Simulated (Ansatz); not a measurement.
```yaml
crystal:
  periodic: [false, false, false]
  atoms:
    - {symbol: C, position_ang: [0.129300, 0.069456, -0.285935]}
    - {symbol: O, position_ang: [-0.150973, -0.132857, 0.410277]}
    - {symbol: Ga, position_ang: [-0.574116, -0.414775, 1.300403]}
    - {symbol: H, position_ang: [-0.396929, 0.249599, -0.647345]}
    - {symbol: H, position_ang: [0.381057, -0.471908, -0.548362]}
    - {symbol: H, position_ang: [0.514596, 0.519452, -0.296965]}
basis:
  gaussian: {orbitals: cc-pVDZ}
hamiltonian: {xc: {name: wB97X-V}}
accuracy: high
```

```sh
$ ansatz run in.yaml --threads 2 --pin off --events-out ev --progress --plain --max-ram 4352MiB
```

Shortened log:

```
Functional definition: wB97X-V
1503 factors; integrals over basis functions are off by at most 4.4e-9 eV
241 factors; integrals over basis functions are off by at most 1.6e-9 eV
mean field evaluation 1: about -55378.7522 eV, gradient 1.1e2 eV
mean field evaluation 2: about -55367.9792 eV, gradient 1.4e2 eV
mean field evaluation 4: about -55397.5517 eV, gradient 3.9e0 eV
mean field evaluation 8: about -55397.8995 eV, gradient 2.4e-1 eV
mean field evaluation 16: about -55397.8998 eV, gradient 9.6e-5 eV
mean field -55397.89979721 eV, -2035.8352675024 hartree, gradient 3.1e-8 eV, S^2 0.000000; 0 other end points of the search recorded, 0 dependent functions left out
reference -55397.89979707 eV, -2035.8352674973 hartree; 24, 24 occupied and 46, 46 virtual orbitals, 1503 factors
Total energy: -55397.89979707 eV, -2035.8352674973 hartree
```

(1) Something in this input is off. What?

## Answers

(1) The geometry is squeezed to about two thirds of its size. Self-consistency was reached. The result belongs to that input, not to the molecule as meant.
